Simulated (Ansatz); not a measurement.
Two members of one family (Series (H2InX)2), computed with Ansatz in the gas phase; def2 core potentials for In, no spin–orbit coupling. The two geometries come from different levels. Binding counts from free atoms in the multiplicity of their measured ground term, without zero-point energy. The structures are stationary points that may keep the symmetry of their start.

First: (H2In-mu-F)2 (singlet, charge 0, B3LYP-D4/def2-SVP geometry).

```xyz
8

In   -0.277   -0.991   -1.354
H     1.025   -2.090   -1.531
H    -1.765   -0.541   -2.072
F     0.642    0.871   -0.768
In    0.276    0.992    1.354
H    -1.035    2.082    1.514
H     1.762    0.556    2.086
F    -0.628   -0.879    0.771
```

| level | HOMO (eV) | LUMO (eV) | gap (eV) | binding per atom (eV) |
| --- | --- | --- | --- | --- |
| LDA (SPW92)/def2-TZVP | -7.36 | -2.08 | 5.28 | 3.02 |
| revPBE-D4/def2-TZVP | -7.23 | -1.70 | 5.53 | 2.52 |
| B97M-V/def2-TZVP | -7.71 | -1.79 | 5.92 | 2.69 |
| PBE0-D4/def2-TZVP | -8.55 | -1.07 | 7.48 | 2.56 |
| HSE06-D4/def2-TZVP | -8.15 | -1.42 | 6.73 | 2.56 |

Second: (H2In-mu-OH)2 (singlet, charge 0, PBE0-D4/def2-SVP geometry).

Cartesian coordinates in Å:
```
In 1.161 -0.384 1.158
H 0.588 -0.393 2.773
H 2.684 -0.679 0.400
O 0.277 1.351 0.182
In -1.380 0.411 -0.875
H -2.782 0.662 0.076
H -1.019 0.477 -2.561
O -0.370 -1.339 -0.061
H 0.881 1.855 -0.375
H -0.039 -1.962 -0.717
```

Problem. Estimate the same table for the second.

Solution. 
```json
{"level": "LDA (SPW92)/def2-TZVP", "HOMO (eV)": "-6.86", "LUMO (eV)": "-1.88", "gap (eV)": "4.98", "binding per atom (eV)": "3.25"}
{"level": "revPBE-D4/def2-TZVP", "HOMO (eV)": "-6.75", "LUMO (eV)": "-1.55", "gap (eV)": "5.20", "binding per atom (eV)": "2.72"}
{"level": "B97M-V/def2-TZVP", "HOMO (eV)": "-7.22", "LUMO (eV)": "-1.61", "gap (eV)": "5.61", "binding per atom (eV)": "2.85"}
{"level": "PBE0-D4/def2-TZVP", "HOMO (eV)": "-8.05", "LUMO (eV)": "-0.93", "gap (eV)": "7.12", "binding per atom (eV)": "2.75"}
{"level": "HSE06-D4/def2-TZVP", "HOMO (eV)": "-7.65", "LUMO (eV)": "-1.28", "gap (eV)": "6.37", "binding per atom (eV)": "2.75"}
```
